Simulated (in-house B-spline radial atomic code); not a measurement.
Configurations of In IX (In8+), with energies counted from [Kr] (4d3/2)4 (4d5/2)1. Method: Dirac-Hartree-Fock, average of each configuration as written, Fermi nucleus of rms radius 4.6156 fm. Calculated with a B-spline radial code for spherical atoms. Energies include first-order Breit, QED and recoil terms.

Occupations are held fixed; configurations that lie above the ionisation limit could autoionise.

| configuration | E - E(ref) (eV) | highest orbital | its <r> (bohr) |
| --- | --- | --- | --- |
| [Kr] (4d3/2)3 (4d5/2)2 | 1.7475 | 4d5/2 | 0.9938 |
| [Kr] (4d3/2)1 (4d5/2)4 | 3.9786 | 4d5/2 | 0.9928 |
| [Kr] (4d5/2)5 | 4.4617 | 4d5/2 | 0.9924 |
| [Kr] (4d3/2)2 (4d5/2)2 (5p1/2)1 | 60.216 | 5p1/2 | 1.867 |
| [Kr] (4d3/2)3 (4d5/2)1 6s1 | 92.896 | 6s1/2 | 3.001 |
| [Kr] (4d3/2)2 (4d5/2)2 (6g7/2)1 | 125.57 | 6g7/2 | 4.786 |

**Question.** Order these further configurations by energy, lowest first.
A. [Ar] (3d3/2)3 (3d5/2)6 4s2 4p6 (4d5/2)5 (5g7/2)1
B. [Kr] (4d5/2)4 (6f7/2)1
C. [Ar] 3d10 4s2 (4p1/2)1 (4p3/2)4 (4d3/2)3 (4d5/2)2 (7f7/2)1
D. [Ar] 3d10 4s2 (4p1/2)1 (4p3/2)4 (4d5/2)5 5s1
E. [Ar] 3d10 4s2 (4p1/2)2 (4p3/2)3 (4d3/2)3 (4d5/2)2 (5g9/2)1

**Answer.** D (120.29 eV), B (122.81 eV), E (178.06 eV), C (207.67 eV), A (567.06 eV).

**Question.** How far above the reference does [Kr] (4d3/2)4 (6d5/2)1 lie?

**Answer.** 107.11 eV; its least bound orbital is 6d5/2 with <r> = 3.726 bohr.
